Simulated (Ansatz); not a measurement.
`[OH][SnH]([OH])[Br]` + `[Br][Mg][Br]` → `[OH][SnH]([Br])[Br]` + `[OH][Mg][Br]`  (redistribution)

Program: Ansatz. Geometries: PBE0-D4/def2-TZVP. ΔE: electronic, gas phase. CCSD(T)/CBS is the MP2 limit (def2-TZVPP, def2-QZVPP) plus CCSD(T) − MP2 in def2-TZVPP, frozen cores. Functionals use def2-TZVPP. def2 core potentials past Kr. For Br, Mg, Sn outer-core shells are correlated without core-valence functions, which leaves a few kJ/mol of doubt a bond. Scalar relativity is left out up to krypton. Each species was taken in one conformer, which may not be the lowest.

```
         level  ΔE (kJ/mol)
    r2SCANh-D4         12.4
CCSD/CBS(def2)          7.3
```

(1) What does CCSD(T)/CBS give? (Estimate.)

Largest T1 diagnostic among the species: 0.012.

## Answers

(1) Ansatz gave: +7.9 kJ/mol. The listed levels differ from it by 4.5, -0.6 kJ/mol.

Leaving LDA and LC-ωPBE aside and taking each functional with its dispersion term where it has one, the values, not all of them listed here, spread over 10.2 kJ/mol, from BLYP-D4 to B97M-V. LDA lies −3.1 kJ/mol from PBE without D4. In def2-TZVPP, CCSD(T) changes the Hartree–Fock value by −6.8 kJ/mol (the triples alone add +0.6 kJ/mol) and MP2 by −12.0 kJ/mol.
